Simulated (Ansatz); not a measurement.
One change: `N#[C][Sn]([Cl])([Cl])[C]#N` becomes `N#[C][Sn]([Cl])([Cl])[Cl]`.

Ansatz, PBE0-D4/def2-TZVP geometries, multiplicity 1. 

Elements past krypton have def2 core potentials.

```csv
property,`N#[C][Sn]([Cl])([Cl])[C]#N`
HOMO energy (PBE/def2-TZVPP) / eV,-8.86
HOMO energy (B3LYP/def2-TZVPP) / eV,-10.03
HOMO–LUMO gap (PBE/def2-TZVPP) / eV,5.05
HOMO–LUMO gap (B3LYP/def2-TZVPP) / eV,6.84
size of the dipole moment (B3LYP/def2-TZVPP) / D,2.37
"ideal-gas entropy at 298 K and 1 bar (rigid rotor, harmonic PBE0-D4/def2-TZVP) / J/(mol·K)",415
```

Q: What does the change do to each property? (Estimate.)

A: The calculation gave: 
```csv
property,`N#[C][Sn]([Cl])([Cl])[Cl]`,shift
HOMO energy (PBE/def2-TZVPP) / eV,-8.54,0.32
HOMO energy (B3LYP/def2-TZVPP) / eV,-9.71,0.32
HOMO–LUMO gap (PBE/def2-TZVPP) / eV,4.63,-0.42
HOMO–LUMO gap (B3LYP/def2-TZVPP) / eV,6.40,-0.44
size of the dipole moment (B3LYP/def2-TZVPP) / D,2.08,-0.29
"ideal-gas entropy at 298 K and 1 bar (rigid rotor, harmonic PBE0-D4/def2-TZVP) / J/(mol·K)",396,-19
```

With PBE0 the HOMO rises by 0.30 eV and the LUMO falls by 0.12 eV, so the gap narrows by about 0.42 eV. PBE moves the HOMO by 0.32 eV and ωB97M-V by 0.31 eV. The zero-point energy changes by -17.4 kJ/mol with -3 modes. Dipoles are sizes alone; their direction can turn.

B3LYP here is the variant with VWN-RPA as its local correlation; programs differ in this.
